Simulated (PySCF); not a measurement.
Identify the unknown among the candidates.

* Dipole: 0.95 D [PBE0/def2-SVPD]
* Rotational structure: rotational constants A, B, C: 3.037, 1.897, 1.277 GHz [GFN2-xTB]
* Polarisability: 72.3 au [PBE0/def2-SVPD]
* Triplet: lowest triplet excitation (Tamm–Dancoff): 3.90 eV [TDA PBE0/def2-SVPD]
* UV, first state: lowest singlet excitation: 5.92 eV (209 nm, f = 0.226) [TDDFT PBE0/def2-SVPD]

Electronic properties: PySCF, gas phase, density fitting. Levels stand in brackets. The structure is a single GFN2-xTB conformer in the gas phase; no vibrational or solvent corrections.

Question: Which candidate is it?
A. `FCC1=COC=CC1`
B. `C=CC1=CCO[C@@H]1F`
C. `CCc1occc1F`

Answer: C. It is `CCc1occc1F`. Numbering: `[CH3:1][CH2:2][c:3]1[o:4][cH:5][cH:6][c:7]1[F:8]`. Its formula, C6H7FO, gives 3 degrees of unsaturation: 1 ring and 2 π bonds in the structure found (Kekulé form). The optimised geometry has point group C1 and is an asymmetric top.

The others, at the same levels:
- `FCC1=COC=CC1` fails: its computed lowest singlet excitation is 5.11 eV (243 nm, f = 0.034) (against 5.92 eV), rotational constant A is 4.592 GHz (against 3.037 GHz) and smallest rotational constant is 1.119 GHz (against 1.277 GHz).
- `C=CC1=CCO[C@@H]1F` fails: its computed lowest singlet excitation is 5.66 eV (219 nm, f = 0.602) (against 5.92 eV), lowest triplet excitation (Tamm–Dancoff) is 3.15 eV (against 3.90 eV) and static isotropic polarisability is 77.4 au (against 72.3 au).

Each candidate is one conformer, not necessarily the lowest. Dipoles, sizes and rotational constants follow the conformer. The torsions of the flexible species, by atom-mapped SMILES:
- `[CH3:1][CH2:2][c:3]1[o:4][cH:5][cH:6][c:7]1[F:8]`: C1–C2–C3–O4 -84°
- `[F:1][CH2:2][C:3]1=[CH:4][O:5][CH:6]=[CH:7][CH2:8]1`: F1–C2–C3–C4 0°
- `[CH2:1]=[CH:2][C:3]1=[CH:4][CH2:5][O:6][C@@H:7]1[F:8]`: C1–C2–C3–C4 174°
